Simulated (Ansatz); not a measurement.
The same hydrogen abstraction along the group Al, Ga, In.

Gas-phase electronic energies from Ansatz, PBE0-D4/def2-TZVP geometries. CCSD(T)/CBS adds triple-zeta CCSD(T) − MP2 to the extrapolated MP2 energy (def2 sets, frozen cores). This one scheme is used for every species. DFT in def2-TZVPP. Open shells (•) are unrestricted, without spin–orbit coupling. def2 core potentials past Kr. For Ga, In outer-core shells are correlated without core-valence functions, which leaves a few kJ/mol of doubt a bond. Scalar relativity is left out up to krypton.

| reaction | PBE-D4 (eV) | RPA@PBE/def2-TZVPP (eV) | B2PLYP (eV) | B97M-V (eV) | CCSD(T)/CBS(def2) (eV) |
| --- | --- | --- | --- | --- | --- |
| `[NH2][AlH2]` + `[OH]`• → `[NH2][AlH]`• + H₂O | -1.74 | -1.32 | -1.50 | -1.26 | -1.56 |
| `[NH2][GaH2]` + `[OH]`• → `[NH2][GaH]`• + H₂O | -1.80 | -1.39 | -1.63 | -1.43 | -1.63 |
| `[NH2][InH2]` + `[OH]`• → `[NH2][InH]`• + H₂O | -2.27 | -1.86 | -2.11 | -1.89 | -2.13 |

Largest T1 diagnostic: 0.019, for `[NH2][InH]`•.
